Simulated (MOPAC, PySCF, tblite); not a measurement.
Potential energy surface of F3Si, doublet: umbrella (inversion) coordinate, bond length relaxed. Scanned: angle between the Si-F bonds and the threefold axis (90 = planar). Other coordinates (Si-F bond length) were minimised at B3LYP/def2-TZVP.

UKS-B3LYP/6-31G* = unrestricted B3LYP/6-31G*, spherical d run with PySCF; PM6, unrestricted, heats of formation (MOPAC); GFN2-xTB, 300 K electronic temperature (tblite); CCSD(T) on UHF/cc-pVDZ, 8 core orbitals frozen (PySCF).

Energies relative to the lowest point of each profile, in kJ/mol; the last columns give the difference from CCSD(T):

| a / ° | UKS-B3LYP/6-31G* | PM6 | GFN2-xTB | CCSD(T) | UKS-B3LYP/6-31G* − CCSD(T) | PM6 − CCSD(T) | GFN2-xTB − CCSD(T) |
|---|---|---|---|---|---|---|---|
| 90 | 141.0 | 2.2 | 164.9 | 161.6 | -20.6 | -159.4 | 3.3 |
| 93 | 128.5 | 1.4 | 130.7 | 139.8 | -11.4 | -138.4 | -9.1 |
| 96 | 99.2 | 0.0 | 96.8 | 102.2 | -3.1 | -102.2 | -5.4 |
| 99 | 67.0 | 0.0 | 67.6 | 67.3 | -0.3 | -67.3 | 0.3 |
| 102 | 39.0 | 1.9 | 43.7 | 38.7 | 0.3 | -36.8 | 5.0 |
| 105 | 17.8 | 5.9 | 24.9 | 17.4 | 0.4 | -11.5 | 7.5 |
| 108 | 4.6 | 12.3 | 11.4 | 4.4 | 0.2 | 8.0 | 7.0 |
| 111 | 0.0 | 21.6 | 3.0 | 0.0 | 0.0 | 21.6 | 3.0 |
| 114 | 4.7 | 34.0 | 0.0 | 4.9 | -0.2 | 29.0 | -4.9 |
| 117 | 19.5 | 49.8 | 2.7 | 19.8 | -0.3 | 30.1 | -17.1 |
| 120 | 45.1 | 69.6 | 11.7 | 45.3 | -0.1 | 24.3 | -33.5 |
| 123 | 82.8 | 93.6 | 28.3 | 82.5 | 0.2 | 11.1 | -54.2 |
| 126 | 133.9 | 123.0 | 54.2 | 133.1 | 0.8 | -10.1 | -78.9 |
| 129 | 200.9 | 160.0 | 91.6 | 199.2 | 1.7 | -39.2 | -107.6 |
| 132 | 286.9 | 208.8 | 144.0 | 283.5 | 3.4 | -74.7 | -139.5 |

UKS-B3LYP/6-31G* is furthest from CCSD(T) at 90 (-20.6 kJ/mol, below); its mean absolute difference over the points is 2.9 kJ/mol.

PM6 is furthest from CCSD(T) at 90 (-159.4 kJ/mol, below); its mean absolute difference over the points is 50.9 kJ/mol.

GFN2-xTB is furthest from CCSD(T) at 132 (-139.5 kJ/mol, below); its mean absolute difference over the points is 31.8 kJ/mol.
